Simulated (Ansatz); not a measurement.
Reaction (ligand exchange at the Si–O bond): `O[SiH2]O[SiH2][SiH3]` + H–F → `F[SiH2]O[SiH2][SiH3]` + H₂O

Calculated with Ansatz (gas phase, PBE0-D4/def2-TZVP geometries, no zero-point term in ΔE). CCSD(T)/CBS is the MP2 limit (def2-TZVPP, def2-QZVPP) plus CCSD(T) − MP2 in def2-TZVPP, frozen cores. This one scheme is used for every species. Functionals use def2-TZVPP. B3LYP here is the variant with VWN-RPA as its local correlation; programs differ in this. Each species was taken in one conformer, which may not be the lowest.

Question: Is it downhill or uphill in electronic energy at CCSD(T)/CBS, and by how much? (An estimate is asked.)

Answer: Ansatz gave: Downhill: ΔE = -0.45 eV.

Question: What do these levels give: PBE, B3LYP, MP2/def2-TZVPP, CCSD(T)/def2-TZVPP, MP2/def2-QZVPP, CCSD/CBS(def2)? (Estimate.)

Answer: Ansatz gave: PBE -0.44, B3LYP -0.49, MP2/def2-TZVPP -0.41, CCSD(T)/def2-TZVPP -0.43, MP2/def2-QZVPP -0.43, CCSD/CBS(def2) -0.46 eV.

Largest T1 diagnostic among the species: 0.012.

The D4 term adds +0.04 eV with B3LYP and +0.02 eV with PBE0; it sums over pairs of atoms, weighted by their polarisabilities, and B3LYP, whose exchange is more repulsive, gets the larger term. In def2-TZVPP, CCSD(T) changes the Hartree–Fock value by +0.09 eV (the triples alone add +0.02 eV) and MP2 by +0.11 eV.
